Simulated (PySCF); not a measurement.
```xyz
6

Cl     2.1228     1.4851     0.5464
Si     0.9590    -0.2012     0.5427
Si    -0.9609    -0.1524    -0.5551
Cl    -2.1063     1.5427    -0.4407
H      1.8194    -1.3543     0.1586
H     -1.8340    -1.3200    -0.2519
```

Charge 0, multiplicity 1.

Give the Mulliken and meta-Löwdin atomic charges from PBE-D3(BJ)/def2-TZVP // PBE0-D3(BJ)/def2-TZVP run with PySCF.


```tsv
atom	Mulliken (e)	meta-Löwdin (e)
Cl1	-0.18	-0.23
Si2	0.17	0.27
Si3	0.17	0.27
Cl4	-0.18	-0.23
H5	0.01	-0.04
H6	0.01	-0.04
```
